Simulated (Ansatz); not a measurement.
# Abstraction of H: C2H4Cl2Si + C2H7Ge → C2H3Cl2Si + C2H8Ge

Species: C2H4Cl2Si `C=C[SiH](Cl)Cl`, singlet; C2H7Ge `[CH2][CH2][GeH3]`, doublet; C2H3Cl2Si `[H]/[C]=C/[SiH](Cl)Cl`, doublet; C2H8Ge (ethylgermane) `C[CH2][GeH3]`, singlet. A radical takes H: the energy is the difference in strength between two C–H bonds in different surroundings.

Shapes, held fixed at every level: PBE0-D4/def2-TZVP. Flexible molecules stand in one conformer, not always the lowest. Programs: Ansatz 0.2.0. The zero-point and thermal change to 298 K, harmonic and unscaled (PBE0-D4/def2-TZVP), is +0.7 kJ/mol.

Problem. Estimate ΔH(298 K) of this reaction.

Solution. B2PLYP/def2-TZVPP gives ΔH(298 K) = +46.7 kJ/mol; the levels span +34.6 to +48.2. The median of the levels is +45.5. No measured value is set beside it here. Spin contamination: C2H3Cl2Si (⟨S²⟩ up to 0.92). Open shells run unrestricted. Relativity is left out for Ge. Outer-core shells of Ge are correlated, in sets that cover them unevenly.

```csv
level,kind,ΔH(298 K) (kJ/mol)
HF/def2-SVP,Hartree–Fock,+34.6
HF/def2-TZVPP,Hartree–Fock,+37.0
SPW92/def2-TZVPP,LDA,+44.7
r2SCAN-D4/def2-TZVPP,meta-GGA,+45.5
B3LYP-D4/def2-TZVPP,global hybrid,+48.2
PBE0-D4/def2-TZVPP,global hybrid,+45.9
B2PLYP/def2-TZVPP,double hybrid,+46.7
```
